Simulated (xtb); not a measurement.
C2H8GaN, singlet, from a rough starting geometry (GFN-xTB shapes and energies of metal compounds can be far from the true ones); GFN2-xTB (xtb).

Input for xtb:
```
$ xtb mol.xyz --gfn 2 --opt vtight --json

# file mol.xyz
12

Ga     0.09723462     0.02183341     0.07128782
C     -1.35762614    -1.35265173    -0.06832189
H     -0.98881816    -2.32741167    -0.51693070
H     -2.22293810    -1.02609070    -0.74553609
H     -1.77448232    -1.62230223     0.96299339
C      0.22055560     1.77093204    -0.91737437
H      0.91898390     1.65983249    -1.72256100
H      0.59441241     2.54227959    -0.21268980
H     -0.73012247     2.06435304    -1.27059995
N      1.45077182    -0.49144333     1.24146977
H      2.30695193     0.19071241     1.43828749
H      1.59771363    -1.39958970     1.63336443
```

What the program printed (banner, timings and long lists left out):

```
   ID    Z sym.   atoms
    1   31 Ga     1
    2    6 C      2, 6
    3    1 H      3-5, 7-9, 11, 12
    4    7 N      10

           -------------------------------------------------
          |                Calculation Setup                |
           -------------------------------------------------

           -------------------------------------------------
          |                 G F N 2 - x T B                 |
           -------------------------------------------------

          ...................................................
          :                      SETUP                      :
          :.................................................:
          :  # basis functions                  30          :
          :  # atomic orbitals                  29          :
          :  # shells                           17          :
          :  # electrons                        24          :
          :  max. iterations                   250          :
          :  Hamiltonian                  GFN2-xTB          :
          :  restarted?                      false          :
          :  GBSA solvation                  false          :
          :  PC potential                    false          :
          :  electronic temp.          300.0000000     K    :
          :  accuracy                    1.0000000          :
          :  -> integral cutoff          0.2500000E+02      :
          :  -> integral neglect         0.1000000E-07      :
          :  -> SCF convergence          0.1000000E-05 Eh   :
          :  -> wf. convergence          0.1000000E-03 e    :
          :  Broyden damping             0.4000000          :
          :  net charge                          0          :
          :  unpaired electrons                  0          :
          ...................................................

 iter      E             dE          RMSdq      gap      omega  full diag
   1    -12.5497928 -0.125498E+02  0.976E+00    3.82       0.0  T
   2    -12.5687532 -0.189604E-01  0.577E+00    4.34       1.0  T
   3    -12.5685836  0.169641E-03  0.174E+00    4.14       1.0  T
   4    -12.5703506 -0.176706E-02  0.333E-01    4.26       1.0  T
   5    -12.5706109 -0.260307E-03  0.199E-01    4.29       1.0  T
   6    -12.5706350 -0.241078E-04  0.108E-01    4.27       1.0  T
   7    -12.5706346  0.405480E-06  0.363E-02    4.25       1.0  T
   8    -12.5706382 -0.356308E-05  0.982E-03    4.25       2.9  T
[...]
 * total energy  :   -12.4487888 Eh     change       -0.2950394E-06 Eh
 * total energy  :   -12.4487893 Eh     change       -0.5008972E-06 Eh
 * total energy  :   -12.4487899 Eh     change       -0.5820706E-06 Eh
 * total energy  :   -12.4487904 Eh     change       -0.5194181E-06 Eh
 * total energy  :   -12.4487907 Eh     change       -0.3572537E-06 Eh
 * total energy  :   -12.4487912 Eh     change       -0.4714080E-06 Eh
 * total energy  :   -12.4487913 Eh     change       -0.2887798E-07 Eh
 * total energy  :   -12.4487917 Eh     change       -0.4448775E-06 Eh
 * total energy  :   -12.4487919 Eh     change       -0.1983339E-06 Eh
 * total energy  :   -12.4487921 Eh     change       -0.2100699E-06 Eh
 * total energy  :   -12.4487923 Eh     change       -0.2034951E-06 Eh
 * total energy  :   -12.4487924 Eh     change       -0.8059255E-07 Eh
   *** GEOMETRY OPTIMIZATION CONVERGED AFTER 62 ITERATIONS ***
         :: total energy             -12.448792387654 Eh    ::
[...]
     9   1 H        0.924     0.055     2.264     2.353
    10   7 N        2.528    -0.381    29.874     8.117
    11   1 H        0.860     0.165     1.304     1.789
    12   1 H        0.860     0.165     1.300     1.786

 Mol. C6AA /au·bohr⁶  :       1653.327504
 Mol. C8AA /au·bohr⁸  :      72797.871451
 Mol. α(0) /au        :         72.933089

Wiberg/Mayer (AO) data.
largest (>0.10) Wiberg bond orders for each atom

 ---------------------------------------------------------------------------
     #   Z sym  total        # sym  WBO       # sym  WBO       # sym  WBO
 ---------------------------------------------------------------------------
     1  31 Ga   3.452 --    10 N    1.210     6 C    0.905     2 C    0.905
     2   6 C    3.971 --     4 H    0.939     5 H    0.933     3 H    0.933
                             1 Ga   0.905     6 C    0.164
     3   1 H    0.996 --     2 C    0.933
     4   1 H    0.997 --     2 C    0.939
     5   1 H    0.997 --     2 C    0.933
     6   6 C    3.972 --     9 H    0.936     7 H    0.935     8 H    0.933
                             1 Ga   0.905     2 C    0.164
     7   1 H    0.997 --     6 C    0.935
     8   1 H    0.996 --     6 C    0.933
     9   1 H    0.997 --     6 C    0.936
    10   7 N    3.238 --     1 Ga   1.210    11 H    0.924    12 H    0.923
    11   1 H    0.973 --    10 N    0.924
    12   1 H    0.973 --    10 N    0.923
 ---------------------------------------------------------------------------

Topologies differ in total number of bonds
Writing topology from bond orders to xtbtopo.mol

molecular dipole:
                 x           y           z       tot (Debye)
 q only:        0.016      -0.002       0.013
   full:       -0.068       0.020      -0.052       0.224
molecular quadrupole (traceless):
                xx          xy          yy          xz          yz          zz
 q only:        0.324       0.889       0.628       1.560      -1.306      -0.952
  q+dip:        0.518       1.546       1.118       2.668      -2.340      -1.636
   full:        0.181       0.369       0.252       0.956      -0.729      -0.433

optimized geometry written to: xtbopt.xyz

           -------------------------------------------------
          | TOTAL ENERGY              -12.448792387654 Eh   |
          | GRADIENT NORM               0.000044927323 Eh/α |
          | HOMO-LUMO GAP               4.363343283125 eV   |
           -------------------------------------------------
```
